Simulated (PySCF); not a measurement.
# A survey of ²⁹Si NMR shifts

[PySCF 2.14: shieldings: GIAO PBE0/pcSseg-1; GFN2-xTB geometry; isolated molecule; one computed conformer; equivalent nuclei averaged; non-relativistic]

Shieldings were converted by a linear fit to measured shifts: ²⁹Si (scatter 8.9 ppm rms, 25.8 ppm with the 6 outliers that the fit left out vs TMS, solution or neat liquid). Occasional misses reach two or three times the rms, and more in compound classes unlike the fitted ones.

Question: Give the ²⁹Si shifts of `F[SiH2]N([SiH3])/C=C\C(F)(F)F`, `CN(C)[SiH2]N(C)[SiH2]P`, `N[Si@@H](N[SiH3])C1(F)CC1`.

Answer: 
| compound | environment | δ (ppm) |
| --- | --- | --- |
| [F:1][SiH2:2][N:3]([SiH3:4])/[CH:5]=[CH:6]\[C:7]([F:8])([F:9])[F:10] | Si2: silicon bonded to F, N, 2 H | -17.1 |
| [F:1][SiH2:2][N:3]([SiH3:4])/[CH:5]=[CH:6]\[C:7]([F:8])([F:9])[F:10] | Si4: silicon bonded to N, 3 H | -46.8 |
| [CH3:1][N:2]([CH3:3])[SiH2:4][N:5]([CH3:6])[SiH2:7][PH2:8] | Si4: silicon bonded to 2 N, 2 H | -20.5 |
| [CH3:1][N:2]([CH3:3])[SiH2:4][N:5]([CH3:6])[SiH2:7][PH2:8] | Si7: silicon bonded to N, P, 2 H | -30.9 |
| [NH2:1][Si@@H:2]([NH:3][SiH3:4])[C:5]1([F:6])[CH2:7][CH2:8]1 | Si2: silicon bonded to C, 2 N, H | -30.3 |
| [NH2:1][Si@@H:2]([NH:3][SiH3:4])[C:5]1([F:6])[CH2:7][CH2:8]1 | Si4: silicon bonded to N, 3 H | -56.3 |

Question: Match the shifts -6.7, -28.9, -78.8, -104.9 ppm to `C=Cc1cc(C)c([SiH3])[pH]1`, `[SiH2]1[SiH2][SiH2][SiH2][SiH2]1`, `C[C@@H](Cl)C[SiH2]F`, `CS/C=C(/[SiH2]F)SC`.

Answer: -6.7: C[C@@H](Cl)C[SiH2]F (silicon bonded to C, F, 2 H); -28.9: CS/C=C(/[SiH2]F)SC (silicon bonded to C, F, 2 H); -78.8: C=Cc1cc(C)c([SiH3])[pH]1 (silicon bonded to C, 3 H); -104.9: [SiH2]1[SiH2][SiH2][SiH2][SiH2]1 (silicon bonded to 2 Si, 2 H, in a 5-membered ring).
